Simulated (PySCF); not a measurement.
A structure optimised at PBE-D3(BJ)/def2-SVP, used in a PySCF frequency run:

```
C
H 1 1.1095
H 1 1.1095 2 106.71
C 1 1.5306 2 111.51 3 -121.99
H 4 1.1091 1 112.35 2 179.15
H 4 1.1091 5 107.12 1 -123.83
H 4 1.1124 5 106.88 6 -114.26
Cd 1 2.1093 2 105.95 3 112.60
F 8 1.9542 2 156.22 1 -179.78
```
Charge 0, spin multiplicity 1.

Question: Write its SMILES, formula and point group.

Answer: C[CH2][Cd][F], C2H5CdF, Cs

Question: What are its rotational constants (standard atomic weights)?

Answer: 23.286, 1.9163, 1.8113 GHz
